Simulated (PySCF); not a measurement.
**Diatomic cations of Pb with group 14**

r²SCAN with double-zeta basis sets in PySCF, for the lowest determinant that a PBE0 search found; no spin–orbit coupling. De refers to high-spin ground-configuration atoms (the charge goes to the atom of lower measured ionisation energy or higher electron affinity, which is not always the lowest computed limit). A positive dipole points towards Pb; it is taken about the centre of mass and depends on that origin.

```csv
M,basis,charged atom,state (unpaired electrons),Re (Å),ωe (cm⁻¹),De (eV),μ (D)
Si,def2-SVP,Pb+,"quartet (σ ↑, π ↑↑)",2.638,278,n/a,-2.19
Ge,def2-SVP,Pb+,"quartet (σ ↑, π ↑↑)",2.687,183,n/a,-0.80
Sn,def2-SVP,Sn+,"quartet (σ ↑, π ↑↑)",2.869,144,n/a,-1.11
Pb,def2-SVP,Pb+,"quartet (σ ↑, π ↑↑)",2.942,118,2.69,n/a
```

The shortest bond is that of SiPb⁺ (2.638 Å), the longest that of Pb₂⁺ (2.942 Å).

Down a group the atoms grow and get heavier, so bonds lengthen and wavenumbers fall; this series shows no clear exception.

Spin–orbit coupling is left out, which matters for elements this heavy, above all for dissociation energies. States were picked by a PBE0 search and need not be the measured ground states.
